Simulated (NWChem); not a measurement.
System: CH4BClS; SMILES CB(S)Cl

NWChem printed, in part:

```
             Northwest Computational Chemistry Package (NWChem) 7.3.0
             --------------------------------------------------------

 C1  symmetry detected

                             Geometry "geometry" -> ""
                             -------------------------

 Output coordinates in angstroms (scale by  1.889725989 to convert to a.u.)

  No.       Tag          Charge          X              Y              Z
 ---- ---------------- ---------- -------------- -------------- --------------
    1 B                    5.0000     0.30096650     0.03968537     0.00943012
    2 Cl                  17.0000    -0.58346768     1.51330995    -0.00017298
    3 C                    6.0000     1.88409308     0.03725368     0.00088698
    4 H                    1.0000     2.26017327    -0.23551277    -0.98580568
    5 H                    1.0000     2.30186472    -0.68622215     0.69943261
    6 H                    1.0000     2.30215800     1.01154838     0.24049752
    7 S                   16.0000    -0.63470015    -1.49438208    -0.00027229
    8 H                    1.0000     0.40056600    -2.32791821     0.00070031

 Effective nuclear repulsion energy (a.u.)     183.7769750497

                                Z-matrix (autoz)
                                --------

 Units are Angstrom for bonds and degrees for angles

[...]

      ----------------------
      Optimization converged
      ----------------------

  Step       Energy      Delta E   Gmax     Grms     Xrms     Xmax
  ---- ---------------- -------- -------- -------- -------- --------
@   19    -923.82735635 -1.0D-07  0.00001  0.00000  0.00047  0.00107
                                     ok       ok       ok       ok

                                Z-matrix (autoz)
                                --------

 Units are Angstrom for bonds and degrees for angles

[...]

 Rotational Constants
 --------------------
 A=   0.191668 cm-1  (  0.275762 K)
 B=   0.103775 cm-1  (  0.149306 K)
 C=   0.068168 cm-1  (  0.098076 K)

 Temperature                      =   298.15K
 frequency scaling parameter      =   1.0000

 Zero-Point correction to Energy  =   32.739 kcal/mol  (  0.052172 au)
 Thermal correction to Energy     =   36.276 kcal/mol  (  0.057810 au)
 Thermal correction to Enthalpy   =   36.869 kcal/mol  (  0.058754 au)

 Total Entropy                    =   76.509 cal/mol-K
   - Translational                =   39.515 cal/mol-K (mol. weight =  93.9815)
   - Rotational                   =   26.566 cal/mol-K (symmetry #  =        1)
   - Vibrational                  =   10.427 cal/mol-K

 Cv (constant volume heat capacity) =   18.167 cal/mol-K
   - Translational                  =    2.979 cal/mol-K
   - Rotational                     =    2.979 cal/mol-K
   - Vibrational                    =   12.209 cal/mol-K

[normal modes left out]

 ----------------------------------------------------------------------------
 Normal Eigenvalue ||           Projected Infra Red Intensities
  Mode   [cm**-1]  || [atomic units] [(debye/angs)**2] [(KM/mol)] [arbitrary]
 ------ ---------- || -------------- ----------------- ---------- -----------
    1       -0.000 ||    0.001456           0.034         1.420       0.623
    2       -0.000 ||    0.000001           0.000         0.001       0.001
    3       -0.000 ||    0.000421           0.010         0.411       0.180
    4        0.000 ||    0.000008           0.000         0.008       0.003
    5        0.000 ||    0.000843           0.019         0.822       0.361
    6        0.000 ||    0.000795           0.018         0.775       0.340
    7       77.765 ||    0.000364           0.008         0.355       0.156
    8      247.062 ||    0.000907           0.021         0.884       0.388
    9      283.209 ||    0.000648           0.015         0.631       0.277
   10      381.742 ||    0.008190           0.189         7.984       3.505
   11      430.708 ||    0.006846           0.158         6.673       2.930
   12      527.259 ||    0.009577           0.221         9.336       4.098
   13      773.857 ||    0.104390           2.408       101.764      44.674
   14      850.177 ||    0.006248           0.144         6.091       2.674
   15      872.639 ||    0.013562           0.313        13.221       5.804
   16     1041.148 ||    0.234632           5.413       228.731     100.412
   17     1114.055 ||    0.081909           1.890        79.849      35.054
   18     1379.576 ||    0.047151           1.088        45.965      20.179
   19     1491.181 ||    0.005696           0.131         5.553       2.438
   20     1495.525 ||    0.002166           0.050         2.112       0.927
   21     2680.778 ||    0.012671           0.292        12.353       5.423
   22     3040.884 ||    0.000551           0.013         0.537       0.236
   23     3096.135 ||    0.004715           0.109         4.596       2.018
   24     3128.222 ||    0.017056           0.394        16.627       7.299
 ----------------------------------------------------------------------------
```

Level: B3LYP/6-31G* (spherical d). B3LYP is NWChem's, with the RPA form of VWN correlation.

Problem. Which NWChem input produces such a log?

Solution. Several could match; the one computed here: the input that was run:
```
start job
memory heap 200 mb stack 900 mb global 1100 mb
geometry units angstroms
  B      0.104869     0.356315    -0.097904
  Cl    -1.477160    -0.241932    -0.403142
  C      0.528601     1.813015    -0.550502
  H      1.173600     1.767487    -1.428741
  H      1.093201     2.338731     0.218111
  H     -0.325635     2.429990    -0.817081
  S      1.266430    -0.740043     0.725324
  H      2.304196     0.090184     0.743332
end
basis spherical
  * library 6-31g*
end
dft
  xc b3lyp
  iterations 150
end
driver
  maxiter 120
end
task dft optimize
task dft freq
```
